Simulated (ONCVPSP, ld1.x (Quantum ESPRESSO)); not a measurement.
# Potentials for manganese compared

Generated with ld1.x 7.5 (TM, RRKJ, ultrasoft, PAW), atompaw 4.2 or ONCVPSP 4.0.1. The cutoff is in Ry: for ld1.x and atompaw files where the sum of valence levels is converged to 10 mRy in a Bessel basis, for ONCV files where the hardest occupied wave has 1 mHa per electron of residual kinetic energy. The error is the largest all-electron minus pseudo excitation energy over each file’s own four to seven test configurations (ionisations up to +4, promotions, holes and added fractions of an electron), all of which were solved. The labels leave out finer settings (local radius, basis sizes, second energies), which also bear on the numbers. Spin-polarised tests are not counted. The rows are a selection from randomly drawn settings: files with unsolved tests, undetermined cutoffs or missed reference levels are left out.

A true bound ghost makes a file unfit for plane-wave use even where its test errors are small: the radial tests pick states by their node count and pass the ghost by.

| potential | cutoff (Ry) | largest error (meV) | bound ghosts |
| --- | --- | --- | --- |
| ONCV, revPBE, scalar-relativistic, rc 1.15/1.10/1.55 (spd), local smoothed, core correction yes, reference 3s2 3p6 3d4, qcut 8.3/11.3/8.4, projectors 1/2/2 | 68 | +615 | none |
| PAW, PBE, scalar-relativistic, rc 2.85/3.55/1.75 (spd), local smoothed, core correction yes, reference 3d5 4s2 4p0 | 35 | -2257 | none |
| ONCV, PBE, fully relativistic, rc 2.55/2.25/2.05/2.45 (spdf), local smoothed, core correction no, reference 3d5 4s1.5 4p0.5, qcut 2.6/3.2/7/4.2, projectors 1/2/2/2 | 42 | +84 | s |
| ONCV, LDA (Perdew-Zunger), scalar-relativistic, rc 2.50/2.25/1.75 (spd), local smoothed, core correction yes, reference 3d5 4s1.5, qcut 3.4/3.5/11, projectors 2/2/3 | 78 | +13 | none |
| ONCV, PBE, scalar-relativistic, rc 1.65/1.05/1.05 (spd), local d, core correction yes, reference 3s2 3p6 3d5 4s1.5, qcut 7/14.2/12.6, projectors 2/1/0 | 149 | -13 | none |
| ONCV, PBE, scalar-relativistic, rc 1.60/0.90/1.20 (spd), local smoothed, core correction yes, reference 3s2 3p6 3d5 4s2, qcut 9.1/7.5/13.4, projectors 2/2/2 | 132 | -1.9 | none |

Fill in the row for Mn: ONCV, PBE, scalar-relativistic, rc 1.50/1.25/1.20 (spd), local smoothed, core correction yes, reference 3s2 3p6 3d5 4s2, qcut 10.4/13.9/12.4, projectors 2/2/3.

cutoff 122 Ry, largest error +6.7 meV, bound ghosts: none.
